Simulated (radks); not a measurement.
Question: These are the eigenvalues of the occupied orbitals of an atom or ion with whole-number occupations (hartree). Method: scalar-relativistic Kohn-Sham, r2SCAN, spin-polarised, spherical densities, finite nucleus; meta-GGA in the generalised Kohn-Sham scheme; Fermi nuclear charge, rms radius of each element as measured or else 0.836 A^(1/3) + 0.57 fm; computed with a radial shooting solver on a logarithmic mesh with Libxc functionals.

| orbital | eigenvalue |
|---|---|
| 1s down | -2886.601 |
| 1s up | -2886.600 |
| 2s up | -509.7106 |
| 2s down | -509.6923 |
| 2p up | -441.9646 |
| 2p down | -441.9503 |
| 3s up | -121.5724 |
| 3s down | -121.5701 |
| 3p up | -101.7550 |
| 3p down | -101.7512 |
| 3d up | -80.20848 |
| 3d down | -80.19755 |
| 4s up | -27.84684 |
| 4s down | -27.83222 |
| 4p up | -21.31805 |
| 4p down | -21.30547 |
| 4d up | -13.34500 |
| 4d down | -13.32984 |
| 5s up | -5.73180 |
| 5s down | -5.62790 |
| 4f up | -4.50354 |
| 4f down | -4.48036 |
| 5p up | -4.01257 |
| 5p down | -3.88096 |
| 5d up | -2.00631 |
| 5d down | -1.85172 |

Which element is it, and in what charge state? The configuration may be excited. Open shells, if any, are filled with parallel spins first.

Answer: Z = 78, platinum, charge +4: Pt4+ in [Xe] 4f14 5d6. The list shows which subshells hold electrons but not how many an open one holds; the 1s level, -2886.6 hartree, gives Z - s = 76.0 by -(Z - s)^2/2, which with screening and relativity narrows Z to a few neighbours, and the depths of the outer levels then fix element, charge and occupations together.
